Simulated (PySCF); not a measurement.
Structure from NMR data

Molecular formula: C5H5ClO2Si. Simulated spectra:

$^{1}$H NMR (300 MHz, computed): δ 8.16 (d, 1H), 7.12 (d, 1H), 5.93 (br s, 1H), 4.66 (s, 2H).

$^{13}$C{$^{1}$H} NMR (computed): δ 169.6, 168.2, 167.0, 150.0, 130.1.

Method: coordinates at the GFN2-xTB level, NMR shieldings at PBE0/pcSseg-1/GIAO, in PySCF 2.14 (in vacuum, one conformer, no relativistic terms, equivalent nuclei averaged).

Scale: TMS for $^{1}$H (31.72 ppm) and $^{13}$C (186.93 ppm) (reference shieldings calculated alike).

Question: Which of these isomers gave the spectra?
A. O=C(O)C1=CC=C(Cl)[SiH2]1
B. O=C(Cl)c1ccc([SiH3])o1
C. O=C(Cl)c1cc([SiH3])co1

Answer: A. 

- The formula gives 4 degrees of unsaturation (1 ring in the answer).
- 5 carbon signals for 5 carbons: no two carbons are equivalent.
- Carbon types of the structure: 3 × C, 2 × CH, leaving 3 H on heteroatoms.
- δC 169.6: carboxylic acid carbon; it is a carbonyl in resonance with an O or N lone pair, the region of acids, esters and amides.
- δC 168.2: β carbon of a C=C–C=O unit; conjugation with the carbonyl draws π density from the β position.
- δC 167.0: fully substituted alkene carbon.
- δC 150.0: alkene CH; as expected for a trigonal carbon in a double bond.
- δC 130.1: α carbon of a C=C–C=O unit; as expected for a trigonal carbon in a double bond.

The others: O=C(Cl)c1ccc([SiH3])o1 has carbons computed at 165.7, 164.2, 157.4, 132.4, 129.7; O=C(Cl)c1cc([SiH3])co1 has carbons computed at 164.2, 160.5, 153.2, 136.2, 120.1.

Exchangeable OH/NH protons stand at their gas-phase positions; hydrogen bonding in a real sample shifts them, mostly to higher δ. Carbons that carry Cl, above all several Cl atoms, come out too deshielded, partly because spin–orbit coupling is missing. Shifts are as computed. Against solution values, carbons near 30 ppm lie about +3 ppm off and those near 130 ppm about +5 ppm; carbons on Cl a further +6 ppm. Of 1211 compounds with measured shifts, 218 miss one by over three times the rms of a fit or turn the order of signals round; such compounds aren't used in these exercises. The C=O carbon of an acid or of an amide with N–H lies up to 10 ppm further downfield in solution, through hydrogen bonding that the calculation lacks. Multiplicities follow the n + 1 count of equivalent neighbours, as no J values were calculated; m marks all less simple cases, F and P coupling included.
